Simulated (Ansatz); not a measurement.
Cost and result for the atomization energy of BH₄NZn (`[BH2][Zn][NH2]`) (7 atoms, 6 bonds).

```json
{"atom": "B1", "x (Å)": "-0.592", "y (Å)": "0.866", "z (Å)": "-1.608"}
{"atom": "Zn2", "x (Å)": "0.035", "y (Å)": "-0.057", "z (Å)": "0.093"}
{"atom": "N3", "x (Å)": "0.597", "y (Å)": "-0.897", "z (Å)": "1.598"}
{"atom": "H4", "x (Å)": "-1.748", "y (Å)": "0.918", "z (Å)": "-1.924"}
{"atom": "H5", "x (Å)": "0.167", "y (Å)": "1.401", "z (Å)": "-2.367"}
{"atom": "H6", "x (Å)": "-0.010", "y (Å)": "-1.313", "z (Å)": "2.286"}
{"atom": "H7", "x (Å)": "1.550", "y (Å)": "-0.918", "z (Å)": "1.923"}
```

Total charge 0; spin multiplicity 1. For Zn the d shell is correlated and the shells below it are frozen. Scalar relativity is left out up to krypton. All single points use the PBE0-D4/def2-TZVP geometry. It is one conformer, not always the lowest. Program: Ansatz. All runs use 2 threads of an Arm Neoverse V1 on a shared host. Times are those of one run each, without the atoms' runs, and a repeat can differ threefold. Electronic energies, without spin–orbit coupling; frozen cores. CCSD(T)/CBS adds CCSD(T) − MP2 in def2-TZVPP to the MP2 limit, and its time is that of the two runs behind it. T1 = 0.016. With those shells the extrapolation isn't a true limit. HSE06 is the plane-wave form, built on full-range PBE exchange.

CCSD(T)/CBS is a level of theory with its own doubt, some kJ/mol a heavy atom from the limit and from the frozen cores, so smaller differences don't rank the functionals.

| level | functions | wall time |
| --- | --- | --- |
| CCSD(T)/def2-SVP | 79 | 2.4 s |
| PBE-D4/def2-TZVPP (with forces) | 182 | 2.6 s |
| BLYP-D4/def2-TZVPP | 182 | 2.6 s |
| BHLYP-D4/def2-TZVPP | 182 | 2.8 s |
| HSE06-D4/def2-TZVPP | 182 | 3 s |
| CAM-B3LYP-D4/def2-TZVPP | 182 | 3.3 s |
| r2SCANh-D4/def2-TZVPP | 182 | 5 s |
| PBE-QIDH/def2-TZVPP | 182 | 5.5 s |
| B2PLYP/def2-TZVPP | 182 | 6 s |
| ωB97X-V/def2-TZVPP | 182 | 8 s |
| MP2/def2-QZVPP | 334 | 15 s |
| CCSD(T)/def2-TZVPP | 182 | 54 s |
| CCSD(T)/CBS(def2) | – | 69 s |

Q: What atomization energy does each give, and how far from CCSD(T)/CBS? (Best estimate.)

A: Ansatz gave: 
```json
{"level": "CCSD(T)/def2-SVP", "atomization (kJ/mol)": "1769.6", "difference from CCSD(T)/CBS": "-148.6", "per bond": "-24.8"}
{"level": "PBE-D4/def2-TZVPP (with forces)", "atomization (kJ/mol)": "1957.5", "difference from CCSD(T)/CBS": "39.3", "per bond": "6.5"}
{"level": "BLYP-D4/def2-TZVPP", "atomization (kJ/mol)": "1923.8", "difference from CCSD(T)/CBS": "5.6", "per bond": "0.9"}
{"level": "BHLYP-D4/def2-TZVPP", "atomization (kJ/mol)": "1874.9", "difference from CCSD(T)/CBS": "-43.3", "per bond": "-7.2"}
{"level": "HSE06-D4/def2-TZVPP", "atomization (kJ/mol)": "1924.0", "difference from CCSD(T)/CBS": "5.8", "per bond": "1.0"}
{"level": "CAM-B3LYP-D4/def2-TZVPP", "atomization (kJ/mol)": "1948.1", "difference from CCSD(T)/CBS": "29.9", "per bond": "5.0"}
{"level": "r2SCANh-D4/def2-TZVPP", "atomization (kJ/mol)": "1926.7", "difference from CCSD(T)/CBS": "8.5", "per bond": "1.4"}
{"level": "PBE-QIDH/def2-TZVPP", "atomization (kJ/mol)": "1911.2", "difference from CCSD(T)/CBS": "-7.0", "per bond": "-1.2"}
{"level": "B2PLYP/def2-TZVPP", "atomization (kJ/mol)": "1908.9", "difference from CCSD(T)/CBS": "-9.3", "per bond": "-1.5"}
{"level": "ωB97X-V/def2-TZVPP", "atomization (kJ/mol)": "1947.0", "difference from CCSD(T)/CBS": "28.8", "per bond": "4.8"}
{"level": "MP2/def2-QZVPP", "atomization (kJ/mol)": "1928.2", "difference from CCSD(T)/CBS": "10.0", "per bond": "1.7"}
{"level": "CCSD(T)/def2-TZVPP", "atomization (kJ/mol)": "1861.1", "difference from CCSD(T)/CBS": "-57.1", "per bond": "-9.5"}
{"level": "CCSD(T)/CBS(def2)", "atomization (kJ/mol)": "1918.2", "difference from CCSD(T)/CBS": "0.0", "per bond": "0.0"}
```

Leaving LDA and LC-ωPBE aside and taking each functional with its dispersion term where it has one, the values spread over 82.6 kJ/mol, from BHLYP-D4 to PBE-D4. LDA lies +260.1 kJ/mol from PBE without D4, its usual overbinding. The D4 term adds +13.3 kJ/mol with B3LYP and +6.9 kJ/mol with PBE0; it sums over pairs of atoms, weighted by their polarisabilities, and B3LYP, whose exchange is more repulsive, gets the larger term. From PBE to PBE0 (25 % exact exchange), in def2-TZVPP and without D4, the atomization energy moves by −33.3 kJ/mol: exact exchange takes away binding that semilocal exchange gives to molecules.

B3LYP here is the variant with VWN-RPA as its local correlation; programs differ in this.
